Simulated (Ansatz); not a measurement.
Computed with frozen-core CCSD(T)/def2-TZVPP // B3LYP-D3(BJ)/def2-TZVP in Ansatz (a first-principles code).

Ansatz 0.2 input:
```yaml
crystal:
  periodic: [false, false, false]
  atoms:
    - { symbol: O, position_ang: [-1.447534, -1.215091, -0.345243] }
    - { symbol: Sn, position_ang: [0.01072, 0.000112, 0.08179] }
    - { symbol: O, position_ang: [1.68256, -0.643437, -0.67723] }
    - { symbol: O, position_ang: [-0.387952, 1.796893, -0.549713] }
    - { symbol: F, position_ang: [0.205888, 0.065136, 1.997677] }
    - { symbol: H, position_ang: [-2.283228, -0.964383, 0.06598] }
    - { symbol: H, position_ang: [1.962295, -1.491859, -0.313515] }
    - { symbol: H, position_ang: [0.25725, 2.452625, -0.259749] }
basis:
  gaussian: { orbitals: def2-TZVPP }
correlation:
  method: ccsd_t
```

Output:

```
Functional definition: HF
1527 factors; integrals over basis functions are off by at most 7.8e-4 eV
mean field evaluation 1: about -14669.9763 eV, gradient 6.4e1 eV
mean field evaluation 2: about -14670.1720 eV, gradient 6.4e1 eV
mean field evaluation 4: about -14676.7821 eV, gradient 2.8e0 eV
mean field evaluation 8: about -14676.8372 eV, gradient 3.5e-1 eV
mean field evaluation 16: about -14669.9763 eV, gradient 6.4e1 eV
mean field -14676.83743896 eV, -539.3638275639 hartree, gradient 3.1e-6 eV, S^2 0.000000; 0 other end points of the search recorded, 0 dependent functions left out
8 core orbitals not correlated
reference -14676.83743896 eV, -539.3638275639 hartree; 21, 21 occupied and 187, 187 virtual orbitals, 1527 factors
second order -35.39715994 eV of doubles, -0.00000000 eV of singles
cycle   1  -34.19686456 eV  change     1.2e0 eV  update   1.4e-1
cycle   2  -34.99657532 eV  change   -8.0e-1 eV  update   4.4e-2
cycle   3  -35.19139604 eV  change   -1.9e-1 eV  update   2.2e-2
cycle   4  -35.16944342 eV  change    2.2e-2 eV  update   5.8e-3
cycle   5  -35.16329072 eV  change    6.2e-3 eV  update   2.4e-3
cycle   6  -35.16525441 eV  change   -2.0e-3 eV  update   9.3e-4
cycle   7  -35.16512241 eV  change    1.3e-4 eV  update   3.2e-4
cycle   8  -35.16490975 eV  change    2.1e-4 eV  update   1.2e-4
cycle   9  -35.16495477 eV  change   -4.5e-5 eV  update   4.8e-5
cycle  10  -35.16498596 eV  change   -3.1e-5 eV  update   1.9e-5
perturbative correction -1.20550872 eV, -0.0443016284 hartree
Total energy: -14713.20793363 eV, -540.7004185905 hartree
```

Cost: very roughly 10 core-minutes.
